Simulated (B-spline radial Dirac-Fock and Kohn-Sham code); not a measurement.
## Cr 3d5/2: cross section and angular parameters

System: neutral chromium in the configuration [Ar] 3d5 4s1; threshold 5.55 eV (orbital energy of the model). Level of theory: Dirac-Hartree-Slater photoionisation with a Latter tail; cross sections with all multipoles, angular parameters from the dipole term and its interference with E2; a radial finite-basis atomic code.

```tsv
hν (eV)	σ (kb)	β	γ	δ
53.4	3930	0.606	0.010	0.012
60	3450	0.673	0.012	0.013
77.4	2440	0.815	0.020	0.015
103	1510	0.962	0.032	0.017
131	920	1.069	0.047	0.020
162	565	1.146	0.067	0.023
200	335	1.202	0.092	0.026
207	306	1.209	0.097	0.026
258	168	1.240	0.133	0.030
308	101	1.247	0.169	0.033
324	87.3	1.245	0.179	0.034
346	71.8	1.242	0.194	0.036
400	?	?	?	?
600	12.6	1.137	0.333	0.054
694	7.72	1.090	0.372	0.061
741	6.18	1.068	0.389	0.064
887	3.32	1.002	0.437	0.075
1000	2.17	0.955	0.468	0.083
1070	1.71	0.929	0.486	0.088
1190	1.16	0.887	0.513	0.097
1240	1.00	0.871	0.523	0.101
1253.6	0.962	0.867	0.526	0.102
1490	0.508	0.800	0.570	0.119
2300	0.0958	0.645	0.682	0.176
2510	0.0677	0.615	0.704	0.190
2650	0.0545	0.597	0.717	0.199
2790	0.0443	0.581	0.730	0.208
3620	0.0152	0.497	0.789	0.260
4000	0.0100	0.467	0.808	0.282
15000	3.04e-05	0.209	0.931	0.738
```

**Question.** Give the values at 400 eV.

**Answer.** σ = 46.1 kb, β = 1.227, γ = 0.228, δ = 0.040.

Values without a named source are computed, but for edge energies of neutral atoms, which are taken from tables.
